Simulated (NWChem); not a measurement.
Species: GaAsH₄; SMILES [GaH2][AsH2]

```xyz
6

Ga     0.0610    -1.3299    -0.0089
As     0.1297     1.0994     0.0983
H     -0.6722     1.2288    -1.2097
H      1.4857     1.1432    -0.6293
H      1.3518    -2.1643     0.3762
H     -1.3083    -2.0562    -0.3373
```
Atoms are numbered in this order, from 1.

Program: NWChem. The geometry was optimised at PBE-D3(BJ)/def2-SVP. Static field.

### Question
Among these, which level gives the lowest value of “isotropic polarisability (bohr³)”?
A) BHandHLYP/aug-cc-pVDZ
B) B3LYP/aug-cc-pVDZ
C) LDA (Slater exchange, VWN5)/aug-cc-pVDZ
D) PBE/aug-cc-pVDZ

### Answer
A, BHandHLYP/aug-cc-pVDZ. Values: BHandHLYP/aug-cc-pVDZ 68.0; B3LYP/aug-cc-pVDZ 70.4; PBE/aug-cc-pVDZ 72.1; LDA (Slater exchange, VWN5)/aug-cc-pVDZ 73.2
